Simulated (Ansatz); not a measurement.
Frontier orbitals of BF₃H₂Si (`B[Si](F)(F)F`).

Charge 0, multiplicity 1. The structure was optimised at the PBE0-D4/def2-TZVP level. Basis def2-TZVPP, the Gaussian-basis code of Ansatz.

Orbital energies of one run (eV). Highest occupied ones, from the top: -12.01, -13.30, -14.61, -15.11, -15.13, -15.81, -15.82, -16.25, -17.20, -17.24, -17.95, -19.60, -36.15, -36.20. Empty: -0.95, 2.88, 3.25, 3.77, 4.68, 4.71.

Question: Which functional gave them?
A. ωB97X-V
B. r2SCAN0
C. B3LYP
D. PBE

Answer: A. HOMO energies: ωB97X-V -12.01, r2SCAN0 -9.79, B3LYP -9.39, PBE -8.16 eV.

B3LYP here is the variant with VWN-RPA as its local correlation; programs differ in this.
